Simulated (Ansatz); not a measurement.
System: MnO, charge 0, multiplicity 6. The spin state was set by rule; other spins were not relaxed. 
Structure (B3LYP-D3(BJ)/def2-TZVP (Ansatz, an electronic-structure program) minimum search):
SMILES: [O]=[Mn]
```xyz
2

Mn     0.0000     0.0000    -0.3954
O      0.0000     0.0000     1.2356
```
Charge 0, spin multiplicity 6.

Quantity: vertical ionisation energy (to the quintet state of charge +1; each state is the SCF solution reached for its spin; the UHF <S^2> is 6.95 for the quintet (pure: 6.00) and 9.52 for the sextet (pure: 8.75); for the quintet T1 is 0.054; for the sextet T1 is 0.098), in eV. Valence correlation only, unless marked. Open shells are spin-unrestricted. Spin-orbit coupling is left out. The frozen core is the preceding noble-gas configuration, with the filled d and f shells of earlier blocks. No relativistic terms. Basis-set limits of correlation are two-point, X^-3; Hartree-Fock from the larger set.

| level | program | vertical ionisation energy (eV) | minus last row |
|---|---|---|---|
| r2SCAN/def2-TZVPD | Ansatz | 8.94 | 0.37 |
| B3LYP/def2-TZVPD | Ansatz | 8.90 | 0.33 |
| wB97X-V/def2-TZVPD | Ansatz | 8.54 | -0.03 |
| CCSD/def2-QZVPPD | Ansatz | 8.37 | -0.20 |
| CCSD/CBS(def2-TZVPPD,def2-QZVPPD) | Ansatz | 8.41 | -0.16 |
| CCSD(T)/def2-SVPD | Ansatz | 8.25 | -0.32 |
| CCSD(T)/CBS(def2-TZVPPD,def2-QZVPPD) | Ansatz | 8.57 | 0.00 |
